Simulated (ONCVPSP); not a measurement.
## What one change does to a pseudopotential (lead (Pb), ONCV)

* Element: Pb
* Generator: ONCVPSP 4.0.1
* Type: optimised norm-conserving Vanderbilt (ONCV)
* Functional: Wu-Cohen
* Relativity: scalar-relativistic
* Frozen core: [Kr] 4d10 4f14
* Valence charge: 22
* Reference configuration: 5s2 5p6 5d10 6s2 6p0.5 (charge +1.5)
* Partial waves: 5s+6s: rc 1.55 bohr, ncon 5, nbas 10, qcut 8 1/bohr, 2 projectors; 5p+6p: rc 1.85 bohr, ncon 3, nbas 6, qcut 8.7 1/bohr, 2 projectors; 5d: rc 1.75 bohr, ncon 4, nbas 9, qcut 8.1 1/bohr, 1 projector
* Local potential: polynomial inside 1.30 bohr (lpopt 5, dvloc0 4 Ha)
* Core correction: none

Change: s: qcut 8.7.

Cutoffs: the cutoffs (Ha) at which the residual kinetic energy of the hardest occupied pseudo-wave falls to 1 and 0.1 mHa per electron; they do not see the model core or the augmentation charge, which bear on the density cutoff. Errors are all-electron minus pseudo energies relative to the spin-unpolarised reference configuration.

Task: What does the change do?

Result: The potential gets harder (26 Ha and 31 Ha → 29 Ha and 34 Ha); the errors of the 4 common tests hardly move; neither file shows a bound ghost. The waves are optimised to have the least kinetic energy above qcut, so the cutoff follows it (qcut²/2 in Ha).

| quantity | base | changed |
| --- | --- | --- |
| cutoff, loose | 26 Ha | 29 Ha |
| cutoff, tight | 31 Ha | 34 Ha |
| loose cutoff by channel | s 26 Ha, p 20 Ha, d 24 Ha | s 29 Ha, p 20 Ha, d 24 Ha |
| bound ghosts | none | none |
| GHOST(+) flags under 300 eV | none | none |
| error for 5s2 5p6 5d10 6s2 6p2, meV [ΔE -12.41 eV] | +5.6 | +5.5 |
| error for 5s2 5p6 5d10 6s2 6p1, meV [ΔE -5.81 eV] | +2.7 | +2.7 |
| error for 5s2 5p6 5d10 6s2 6p0, meV [ΔE 7.63 eV] | -3.8 | -3.8 |
| error for 5s2 5p6 5d9 6s2 6p3, meV [ΔE 6.85 eV] | +3.0 | +3.1 |
| s: phases at 1.57 bohr within 0.05 rad from the reference energy up to (Ha; the scan ends near 5) | to the end of the scan | to the end of the scan |
| p: phases at 1.88 bohr within 0.05 rad from the reference energy up to (Ha; the scan ends near 5) | to the end of the scan | to the end of the scan |
| d: phases at 1.77 bohr within 0.05 rad from the reference energy up to (Ha; the scan ends near 5) | 2.2 | 2.2 |
